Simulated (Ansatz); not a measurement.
`S[SiH]1C[SiH2]1` + HCl → `Cl[SiH]1C[SiH2]1` + H₂S at 600 K and 1 bar (ligand exchange at the Si–S bond).

Program: Ansatz. Geometries: PBE0-D4/def2-TZVP. ΔE: electronic, gas phase. CBS: MP2 limit from def2 TZ/QZ plus the TZ coupled-cluster correction, frozen cores. This one scheme is used for every species. Each species was taken in one conformer, which may not be the lowest.

| species | CCSD(T)/CBS energy (Eh) | H − E (kJ/mol) | S (J/(mol·K)) |
| --- | --- | --- | --- |
| `S[SiH]1C[SiH2]1` | -1017.58297 | 223.0 | 435.9 |
| HCl | -460.38127 | 35.4 | 207.2 |
| `Cl[SiH]1C[SiH2]1` | -1079.00337 | 195.7 | 416.1 |
| H₂S | -398.97279 | 60.8 | 230.9 |

H − E and S are ideal-gas, rigid-rotor, harmonic terms from PBE0-D4/def2-TZVP, for one conformer and one mirror image of each species. 1 Eh = 2625.50 kJ/mol, R = 8.31446 J/(mol·K).

By hand: ΔE, ΔH, ΔS and ΔG.

ΔE = (-1079.00337) + (-398.97279) − (-1017.58297) − (-460.38127) = -0.01192 Eh = -31.3 kJ/mol. Δ(H − E) = 195.7 + 60.8 − 223.0 − 35.4 = -1.9, so ΔH = -33.2 kJ/mol. ΔS = 416.1 + 230.9 − 435.9 − 207.2 = 3.9 J/(mol·K). ΔG = -33.2 − 600 × (3.9)/1000 = -35.5 kJ/mol.

By hand: the equilibrium constant, and the temperature at which ΔG would vanish if ΔH and ΔS stayed fixed.

log₁₀ K = −ΔG/(RT ln 10) = 3.1. ΔH and −TΔS have one sign here, so there is no such temperature.

The number of gas molecules stays the same, so ΔS is small and ΔH decides. A doubt of 5 kJ/mol in ΔE shifts log₁₀ K by 0.4 here. Other conformers and mirror images would add mixing entropy, several J/(mol·K) or more a flexible species. These are equilibria of isolated gas molecules and say nothing of rates. Largest T1 diagnostic: 0.012 (customary marks: 0.02 for closed shells, 0.045 for open ones).

ΔS is within the doubt of such terms, so its sign, and with it that verdict, could turn.
